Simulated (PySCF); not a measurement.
# Selenium: a sound run and one with changed settings

Sound run: Se [Ar] 3d10 4s2 4p4, Se+ [Ar] 3d10 4s2 4p3. All numbers are calculated (PySCF 2.14, no relativity, point nucleus, in 6-31G* (5s4p3d, 32 functions)). In the sound run the correlated levels freeze [Ar] 3d10. The sound run starts from symmetry-adapted Hartree-Fock orbitals and uses a fine grid where one is needed.

Changed run: initial guess sap, at most 50 SCF cycles, level shift 0.5 hartree.

```
species   method  sound run (hartree)  changed run (hartree)  converged
     Se      UHF          -2399.52343            -2399.52343        yes
     Se    B3LYP          -2401.22681            -2401.22681        yes
     Se     PBE0          -2400.90771            -2400.90771        yes
     Se      MP2          -2399.59300            -2399.57086        yes
     Se  CCSD(T)          -2399.60974            -2399.60974        yes
    Se+      UHF          -2399.21035            -2399.21035        yes
    Se+    B3LYP          -2400.86682            -2400.86682        yes
    Se+     PBE0          -2400.55419            -2400.55419        yes
    Se+      MP2          -2399.26649            -2399.24849        yes
    Se+  CCSD(T)          -2399.28212            -2399.28212        yes
```

Ionisation energy of Se:

```json
{"method": "UHF", "sound run (eV)": "8.519", "changed run (eV)": "8.519"}
{"method": "B3LYP", "sound run (eV)": "9.796", "changed run (eV)": "9.796"}
{"method": "PBE0", "sound run (eV)": "9.620", "changed run (eV)": "9.620"}
{"method": "MP2", "sound run (eV)": "8.885", "changed run (eV)": "8.772"}
{"method": "SCS-MP2", "sound run (eV)": "8.902", "changed run (eV)": "8.788"}
{"method": "CCSD", "sound run (eV)": "8.904", "changed run (eV)": "8.904"}
{"method": "CCSD(T)", "sound run (eV)": "8.915", "changed run (eV)": "8.915"}
```

A level shift leaves the converged SCF energy unchanged but raises the virtual orbital energies, which shrinks MP2 if it is not removed.

For comparison, NIST gives 9.752 eV between the lowest levels.
